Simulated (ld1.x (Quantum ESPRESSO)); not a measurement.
## An all-electron radial function and its pseudo partner (Sc)

Columns: radius, all-electron u(r) and pseudo u(r) of the 3s shell (level -70.26 eV) of scandium in the configuration [Ne] 3s2 3p6 3d1 4s0 4p0; Wu–Cohen, scalar-relativistic, TM scheme, ld1.x (Quantum ESPRESSO) 7.5.

| r (bohr) | all-electron | pseudo |
| --- | --- | --- |
| 0.145 | -0.3248 | 0.1641 |
| 0.290 | -0.4885 | 0.3363 |
| 0.435 | 0.0459 | 0.5226 |
| 0.580 | 0.5926 | 0.7194 |
| 0.725 | 0.9319 | 0.9013 |
| 0.870 | 1.0654 | 1.0210 |
| 1.015 | 1.0557 | 1.0394 |
| 1.160 | 0.9653 | 0.9636 |
| 1.305 | 0.8393 | 0.8393 |
| 1.450 | 0.7055 | 0.7055 |
| 1.595 | 0.5789 | 0.5789 |
| 1.740 | 0.4665 | 0.4665 |
| 1.885 | 0.3705 | 0.3705 |
| 2.030 | 0.2910 | 0.2910 |
| 2.175 | 0.2265 | 0.2265 |
| 2.320 | 0.1751 | 0.1751 |
| 2.465 | 0.1347 | 0.1347 |
| 2.610 | 0.1031 | 0.1031 |
| 2.755 | 0.0786 | 0.0786 |
| 2.900 | 0.0597 | 0.0597 |
| 3.045 | 0.0453 | 0.0453 |
| 3.190 | 0.0342 | 0.0342 |
| 3.335 | 0.0258 | 0.0258 |
| 3.480 | 0.0194 | 0.0194 |
| 3.625 | 0.0145 | 0.0145 |
| 3.770 | 0.0109 | 0.0109 |

Task: How many radial nodes do the two functions have?

Result: The all-electron 3s function has n − l − 1 = 2 (the table is too coarse to show those close to the nucleus); the pseudo-wave has 0, since the states of the same l below it are removed with the core.

Task: At about which radius was the pseudo-wave matched?

Result: 1.35 bohr, where the columns begin to agree (steps of 0.14 bohr).

Task: Is the pseudo-wave norm-conserving?

Result: Yes: the TM scheme keeps the norm inside the radius equal to the all-electron one, which fixes the energy derivative of the logarithmic derivative at the level.
